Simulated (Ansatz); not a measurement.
Ideal-gas functions of ClGaHS, SMILES `[SH][Ga][Cl]` radical at 298.15 K and 1 bar, from an Ansatz frequency run at PBE0-D4/def2-TZVP.

Molar mass 138.25 g/mol, point group Cs (symmetry number 1), electronic degeneracy 2, moments of inertia 48.838, 238.282, 287.12 u Å². Harmonic wavenumbers (cm⁻¹, unscaled): 113, 232, 353, 404, 617, 2697.

Use S(trans) = R[1.5 ln M + 2.5 ln T − 1.1517]; rotational temperatures θ = 24.2544 K / I; S(rot) = R[ln(√π/σ · √(T³/θAθBθC)) + 1.5]; for each mode x = 1.438777 ν̃/T, S = R[x/(eˣ − 1) − ln(1 − e⁻ˣ)] and H = RT x/(eˣ − 1); 1 cm⁻¹ = 0.0119627 kJ/mol; R = 8.31446 J/(mol·K).

**Question.** By hand: the entropy, in J/(mol·K).

**Answer.** Translation 170.3. Rotation: θ = 0.4966, 0.1018, 0.0845 K, giving 111.0. Vibration, mode by mode: 13.46, 7.80, 4.82, 3.97, 1.76, 0.00, in all 31.8. Electronic 5.8. Sum 318.9 J/(mol·K).

**Question.** By hand: H − E and G − E in kJ/mol, counted from the electronic energy.

**Answer.** Zero-point energy ½ × 4416 × 0.0119627 = 26.4; thermal vibration 5.3; translation, rotation and pV give 4 RT = 9.9. H − E = 41.6 kJ/mol, and G − E = 41.6 − 298.15 × 318.9/1000 = -53.5 kJ/mol.

Vibration gives 10 % of the entropy, 13.5 J/(mol·K) of it from the mode under 150 cm⁻¹: soft modes count most, and the harmonic formula is weakest for them. The sum counts one conformer and one mirror image; others add a mixing term.
